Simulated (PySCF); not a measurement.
**Fractional electron number in Lu (lutetium, neutral)**

The 5d alpha orbital of [Xe] 4f14 5d1 6s2 is emptied in steps (occupation f), with all orbitals relaxed, ending at [Xe] 4f14 6s2. All numbers are calculated (PySCF 2.14, scalar relativity through the core potential, in def2-TZVP with the def2 core potential (28 electrons) (10s8p5d4f1g, 96 functions)). The exact energy is a straight line in f; departures are measured from the line between the end points of the same method.

```json
{"f": "1", "UHF (eV)": "0.000", "LDA (eV)": "0.000", "PBE (eV)": "0.000"}
{"f": "0.75", "UHF (eV)": "0.161", "LDA (eV)": "-0.699", "PBE (eV)": "-0.671"}
{"f": "0.5", "UHF (eV)": "0.203", "LDA (eV)": "-0.954", "PBE (eV)": "-0.913"}
{"f": "0.25", "UHF (eV)": "0.145", "LDA (eV)": "-0.732", "PBE (eV)": "-0.698"}
{"f": "0", "UHF (eV)": "0.000", "LDA (eV)": "0.000", "PBE (eV)": "0.000"}
```

| method | E(f=0) − E(f=1) (eV) | −ε at f=1 (eV) | −ε at f=0.5 (eV) |
| --- | --- | --- | --- |
| UHF | 4.510 | 5.424 | 4.467 |
| LDA | 5.748 | 2.113 | 5.658 |
| PBE | 5.642 | 2.144 | 5.567 |

Orbital energy along the path (eV):

```json
{"f": "1", "UHF": "-5.424", "LDA": "-2.113", "PBE": "-2.144"}
{"f": "0.75", "UHF": "-4.900", "LDA": "-3.817", "PBE": "-3.795"}
{"f": "0.5", "UHF": "-4.467", "LDA": "-5.658", "PBE": "-5.567"}
{"f": "0.25", "UHF": "-4.100", "LDA": "-7.636", "PBE": "-7.455"}
{"f": "0", "UHF": "-3.758", "LDA": "-9.733", "PBE": "-9.419"}
```

Reference removal energy between the ground levels: 5.426 eV (measured; NIST Atomic Spectra Database, ionization energies). The calculation has no spin-orbit coupling. UHF lacks correlation.
